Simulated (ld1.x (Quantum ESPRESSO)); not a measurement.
What one change does to a pseudopotential (aluminium, TM)

Al (Z = 13), norm-conserving Troullier–Martins (Kleinman–Bylander form), made with ld1.x (Quantum ESPRESSO) 7.5 (PBE, scalar-relativistic). Core [He], reference 2s2 2p6 3s2 3p1. Waves: 2s (bound): rc 0.65 bohr; 3d channel at 0.3 Ry: rc 0.65 bohr; 2p (bound): rc 0.80 bohr. Local part: the p channel. Core correction: none.

Occupied shells without a wave of their own: 3p, 3s. They enter only through the test configuration that unscreens the potential.

Change: core correction a·sin(br)/r model core inside 0.44 bohr (3p, 3s counted twice).

Cutoffs: the cutoffs (Ry, on a coarse ladder) from which the occupation-weighted sum of valence levels, in a spherical-Bessel basis at the reference potential, stays within 10 and 1 mRy of its value at 400 Ry; they do not see the model core or the augmentation charge, which bear on the density cutoff. Errors are all-electron minus pseudo energies relative to the spin-unpolarised reference configuration.

Q: How do hardness, ghosts and transferability respond?

A: Of the 7 tests that both files solve, the error grows in 4 and shrinks in 2 by more than 15 % and 0.3 meV (median size 31.7 → 44.8 meV); neither file shows a bound ghost. In the changed file ld1.x takes every shell without a wave as core, so the model core holds the 3p, 3s electrons as well and exchange and correlation see them twice. This cancels in the reference configuration, but the file is broken for other ones, and its errors say nothing about a proper core correction. A model core, the more so a compact one, raises the density cutoff, which this test does not measure.

```tsv
quantity	base	changed
cutoff, loose	over 300 Ry	over 300 Ry
cutoff, tight	over 300 Ry	over 300 Ry
bound ghosts	none	none
largest miss of a reference level, eV	0.07	0.07
error for 2s2 2p6 3s2 3p0, meV [ΔE 5.76 eV]	+78	-83
error for 2s2 2p6 3s1 3p0, meV [ΔE 24.99 eV]	+223	-469
error for 2s2 2p6 3s0 3p0, meV [ΔE 53.43 eV]	+426	-1458
error for 2s2 2p6 3s2 3p1.3, meV [ΔE -0.57 eV]	-12	-23
error for 2s2 2p6 3s0 3p3, meV [ΔE 10.45 eV]	+21	-45
error for 2s2 2p6 3s1 3p2, meV [ΔE 5.14 eV]	+13	-3.9
error for 2s2 2p6 3s2 3p0.5, meV [ΔE 2.09 eV]	+32	-4.1
s: phases at 0.90 bohr within 0.05 rad from the reference energy up to (Ry; the scan ends near 5)	to the end of the scan	to the end of the scan
p: phases at 0.90 bohr within 0.05 rad from the reference energy up to (Ry; the scan ends near 5)	to the end of the scan	to the end of the scan
d: phases at 0.90 bohr within 0.05 rad from the reference energy up to (Ry; the scan ends near 5)	to the end of the scan	to the end of the scan
```

Base: The 3p, 3s levels have no wave, so the channel is fitted at the deeper level alone: the likely source of the large errors.
